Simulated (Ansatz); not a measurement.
Energy needed to pull apart BH$_{2}$Se (SMILES B[Se]), doublet, into free ground-state atoms, from the structure below (displaced at random from a GFN2-xTB minimum); no zero-point or spin–orbit terms; open-shell atoms are treated unrestricted, in their ground-state multiplicity.

```xyz
4
angstrom
B -0.2110 0.0284 0.0109
Se 1.5705 -0.3021 0.7813
H -1.0904 -0.5989 0.1591
H -0.2479 0.8979 -0.8931
```

Computed with Ansatz 0.2.0 (basis: def2-TZVPP); correlated methods freeze the cores; orbitals are unrestricted. Filled d shells of the heavier atoms are correlated. The def2 sets are not built for correlating such inner shells, so the correlated values are less sure here.

```tsv
method	atomization energy (kcal/mol)
PBE-D4	274.5
r2SCAN-D4	?
PBE0-D4	270.3
r2SCAN0-D4	269.8
wB97X-V	?
wB97M-V	268.7
HF	207.2
MP2	262.5
CCSD	257.4
CCSD(T)	261.1
```

Problem. What does wB97X-V give? (An estimate is asked for; the value comes from the calculation.)

Solution. Computed: 269.3 kcal/mol, which is about 8.2 kcal/mol more than CCSD(T)/def2-TZVPP.

Problem. What does r2SCAN-D4 give? (Judge from chemistry; the value comes from the calculation.)

Solution. Computed: 273.9 kcal/mol, which is about 12.8 kcal/mol more than CCSD(T)/def2-TZVPP.

In triple zeta the MP2 and coupled-cluster atomization energies are still short of their basis limit by a few kcal/mol a bond, whereas those of the functionals are nearly converged, so these differences are not deviations from converged CCSD(T).

No T1 diagnostic of these runs exceeds 0.017. ⟨S²⟩ of the unrestricted Hartree–Fock references: 0.76 (a pure state has 0.75).

For scale, one of the runs: CCSD(T)/def2-TZVPP forces, 107 basis functions (an equivalent command: `ansatz run in.yaml --threads 4`). The run took 52 s on 4 CPU threads (shared host), with 1.3 GiB of host memory at its peak.
